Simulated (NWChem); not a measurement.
BeHOF; SMILES [OH][Be][F]

```xyz
4

Be     0.0033    -0.0402     0.0000
F     -0.0067    -1.4388     0.0000
O     -0.0553     1.3686     0.0000
H      0.4900     2.1605     0.0000
```
Atoms are numbered in this order, from 1.

Program: NWChem. All runs use the structure optimised with PBE-D3(BJ)/def2-SVP. Total energies compare along this basis series because the functional is fixed.

```
level              basis functions  energy (Ha)  highest occupied level (eV)  orbital gap (eV)  dipole (D)  relative time
-----------------  ---------------  -----------  ---------------------------  ----------------  ----------  -------------
B3LYP/cc-pVDZ                   47    -190.5674                        -8.95              8.75        2.27              1
B3LYP/aug-cc-pVDZ               78    -190.5929                        -9.34              8.34        2.11              2
B3LYP/cc-pVTZ                  104    -190.6462                        -9.12              8.55        2.14              3
B3LYP/aug-cc-pVTZ              161    -190.6530                        -9.32              8.33        2.11             10
B3LYP/cc-pVQZ                  195    -190.6662                        -9.24              8.48        2.13             10
```

Times are rough ratios from one shared machine.
